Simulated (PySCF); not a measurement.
Gas-phase reaction: 2 GeH2Cl2 + 2 H = 2 GeH3Cl + Cl2

Energies from PySCF (xtb for GFN2), thermal terms from the rigid-rotor harmonic-oscillator model, ideal gas at 1 bar. † marks an energy on the PBE0/def2-TZVP geometry and frequencies; other levels use their own. 6-31G* has spherical d functions here. Open shells (unrestricted): H (multiplicity 2); the rest are closed-shell singlets. GFN2 has no spin-polarisation term. Ge: all electrons, no relativistic terms.

| level | ΔH°(298 K), kJ |
|---|---|
| GFN2-xTB | -236 |
| HF/6-31G* | -9 |
| HF/def2-TZVP† | (withheld) |
| PBE0/def2-SVP† | (withheld) |
| r2SCAN/def2-TZVP† | (withheld) |
| LDA/def2-TZVP† | -166 |

**Question.** What belongs in the gaps?

**Answer.** 
- HF/def2-TZVP†, ΔH°(298 K), kJ: -18
- PBE0/def2-SVP†, ΔH°(298 K), kJ: -99
- r2SCAN/def2-TZVP†, ΔH°(298 K), kJ: -118
